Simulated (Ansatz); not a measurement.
This geometry of BH$_{3}$O$_{2}$Si (7 atoms, charge 0, multiplicity 1) is a first-order saddle point.

Method: Ansatz 0.2.0, RKS PBE0/def2-SVP.

```xyz
7
Properties=species:S:1:pos:R:3
B -0.847 0.985 -0.032
Si 0.689 -0.206 0.383
O 1.596 -0.002 1.598
O 0.880 -1.358 -0.773
H -0.680 2.013 -0.639
H -1.965 0.708 0.328
H 0.328 -2.140 -0.864
```

(1) Which two structures does it join? (They come from a converged band through this point; their orientation in space is the band's.)

(2) How far does it lie above each of them?

Answers

(1) No bond is made or broken. The dihedral O3–Si2–O4–H7 goes from 0 to -180°.

First end point:

```xyz
7
Properties=species:S:1:pos:R:3
B -0.909 1.066 -0.023
Si 0.534 -0.261 0.332
O 1.556 -0.186 1.471
O 0.433 -1.442 -0.806
H -0.702 2.028 -0.719
H -1.990 0.954 0.499
H 1.078 -2.159 -0.755
```

Last end point:

```xyz
7
Properties=species:S:1:pos:R:3
B -0.828 0.933 -0.054
Si 0.665 -0.283 0.454
O 1.527 0.066 1.668
O 0.888 -1.614 -0.480
H -0.637 1.867 -0.792
H -1.922 0.802 0.436
H 0.307 -1.770 -1.232
```

(2) 0.277 eV above the first and 0.085 eV above the second. This is the barrier of this one path; another mechanism may lie lower.

Time of the run: 100 s on 1 thread of Arm Neoverse V1, with other jobs on the host, peak memory 0.16 GiB.
